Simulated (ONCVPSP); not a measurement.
# Configuration tests for Rb (Z = 37) (ONCV)

| Property | Result |
| --- | --- |
| Element | rubidium |
| Generator | ONCVPSP 4.0.1 |
| Type | optimised norm-conserving Vanderbilt (ONCV) |
| Functional | PBE |
| Relativity | scalar-relativistic |
| Frozen core | [Ar] 3d10 |
| Valence charge | 9 |
| Reference configuration | 4s2 4p6 4d1 |
| Partial waves | 4s: rc 1.70 bohr, ncon 4, nbas 8, qcut 6.6 1/bohr, 2 projectors, debl 2.5 Ha; 4p: rc 1.75 bohr, ncon 3, nbas 7, qcut 5.2 1/bohr, 2 projectors, debl 2 Ha; 4d: rc 4.00 bohr, ncon 3, nbas 6, qcut 2.7 1/bohr, 2 projectors, debl 1.6 Ha |
| Local potential | polynomial inside 1.35 bohr (lpopt 5, dvloc0 3 Ha) |
| Core correction | Teter function fitted to the true core (icmod 2), fcfact 0.65 |

Energies are relative to the spin-unpolarised reference configuration 4s2 4p6 4d1; without spin polarisation the order of configurations can differ from experiment.

```
valence configuration  charge  ΔE all-electron (eV)  error AE − PS (meV)
      4s2 4p6 4d0 5s1       0                -2.240                 -1.3
          4s2 4p6 4d0      +1                 1.913                 +4.4
    4s2 4p6 4d0 5s0.5    +0.5                -0.662                 +0.8
      4s2 4p6 4d0 5p1       0                -0.720                 +2.9
```
